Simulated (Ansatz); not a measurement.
Start from `OCSC[SiH3]` and change one atom or group to get `OBSCO`.

Ansatz, PBE0-D4/def2-TZVP geometries, multiplicity 1. Each molecule was computed in one conformer, which needn't be the lowest.

```
                                      property  `OCSC[SiH3]`
          HOMO–LUMO gap (PBE0/def2-TZVPP) / eV          7.01
         LUMO energy (ωB97M-V/def2-TZVPP) / eV          2.03
            LUMO energy (PBE0/def2-TZVPP) / eV          0.39
             HOMO energy (PBE/def2-TZVPP) / eV         -5.44
           HOMO energy (B3LYP/def2-TZVPP) / eV         -6.41
size of the dipole moment (PBE/def2-TZVPP) / D          0.86
```

Problem. What does the change do to each property? (Best estimate.)

Solution. Computed: 
```tsv
property	`OBSCO`	shift
HOMO–LUMO gap (PBE0/def2-TZVPP) / eV	7.36	0.35
LUMO energy (ωB97M-V/def2-TZVPP) / eV	1.82	-0.21
LUMO energy (PBE0/def2-TZVPP) / eV	-0.07	-0.46
HOMO energy (PBE/def2-TZVPP) / eV	-6.18	-0.74
HOMO energy (B3LYP/def2-TZVPP) / eV	-7.19	-0.78
size of the dipole moment (PBE/def2-TZVPP) / D	0.63	-0.23
```

With PBE0 the HOMO falls by 0.81 eV and the LUMO falls by 0.46 eV, so the gap widens by about 0.35 eV. PBE moves the HOMO by -0.74 eV and ωB97M-V by -0.80 eV. Dipoles are sizes alone; their direction can turn.

B3LYP here is the variant with VWN-RPA as its local correlation; programs differ in this.
